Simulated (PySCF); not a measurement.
Isomers of C7H7FO2S, one GFN2-xTB conformer each. Single-point energies are computed at PBE0/pcSseg-1 (PySCF, gas phase, no added dispersion term), electronic only.

```csv
SMILES,GFN2-xTB relative energy (kJ/mol)
CS(=O)(=O)c1ccc(F)cc1,0.0
C=CC1=C(C)C=C(F)S1(=O)=O,148.8
```

Conformers: `[CH3:1][S:2](=[O:3])(=[O:4])[c:5]1[cH:6][cH:7][c:8]([F:9])[cH:10][cH:11]1` with C1–S2–C5–C6 91°; `[CH2:1]=[CH:2][C:3]1=[C:4]([CH3:5])[CH:6]=[C:7]([F:8])[S:9]1(=[O:10])=[O:11]` with C1–C2–C3–C4 180°.

Question: What does PBE0/pcSseg-1 give for the same structures?

Answer: 
```csv
SMILES,PBE0/pcSseg-1 E (Eh),PBE0/pcSseg-1 (kJ/mol),GFN2-xTB (kJ/mol),point group
CS(=O)(=O)c1ccc(F)cc1,-918.59062,0.0,0.0,near Cs
C=CC1=C(C)C=C(F)S1(=O)=O,-918.50877,214.9,148.8,Cs
```

Both levels put the same isomer lowest. As drawn, the lower has an aromatic ring, which the higher lacks; the higher has a C=C bond outside aromatic rings, which the lower lacks.

Question: Which frontier levels, dipoles and rotational constants go with these structures?

Answer: 
```
                  SMILES  HOMO (eV, PBE0/pcSseg-1)  LUMO (eV)  dipole (D)       A, B, C (MHz)
   CS(=O)(=O)c1ccc(F)cc1                     -8.05      -1.28        4.11  2534, 542.5, 500.2
C=CC1=C(C)C=C(F)S1(=O)=O                     -6.87      -2.41        5.52   1287, 1048, 652.2
```
